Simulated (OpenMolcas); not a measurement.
**Hf3+: effect of the IPEA shift**

```json
{
  "Program": "OpenMolcas 26.06",
  "Basis": "ANO-RCC-VTZP [8s7p5d3f2g1h]",
  "Scalar Hamiltonian": "DKH2, point nucleus",
  "Active space": "1 electron in 9 orbitals (RAS2 5d 6s; RAS3 6p, at most 1 electron)",
  "State averaging": "2S+1 = 2 even, 6 roots; 2S+1 = 2 odd, 3 roots",
  "Spin-orbit coupling": "RASSI with atomic mean-field integrals over the reference wave functions, term energies averaged over their components"
}
```

Methods on the same reference wave functions:
A. RASSCF
B. SS-RASPT2, IPEA 0 Eh, imaginary shift 0.1 Eh (closed shells correlated: 5s 5p)
C. SS-RASPT2, IPEA 0.25 Eh, imaginary shift 0.1 Eh (closed shells correlated: 5s 5p)

Energies in cm-1 above 5d 2D 3/2.

```json
{"Level": "5d 2D 3/2", "A": "0.0", "B": "0.0", "C": "0.0"}
{"Level": "5d 2D 5/2", "A": "4888", "B": "4888", "C": "4888"}
{"Level": "6s 2S 1/2", "A": "20820", "B": "19631", "C": "19724"}
{"Level": "6p 2P* 1/2", "A": "67630", "B": "69175", "C": "69114"}
{"Level": "6p 2P* 3/2", "A": "74380", "B": "75924", "C": "75864"}
```

Between B and C the level of the table that moves most is 6s 2S 1/2, by 93 cm-1 (lowest in B, highest in C).

The lowest spin-free term lies below A's lowest term by 0.189 hartree in B, 0.188 hartree in C.

With one active electron the reference holds no correlation, so core polarisation is missing (holds for A). With one active electron, CASPT2 adds the correlation within the correlated inactive shells and between them and that electron, and leaves the splitting within a term as the reference gives it (holds for B; C). Only configurations of the active space appear.

* marks odd parity.
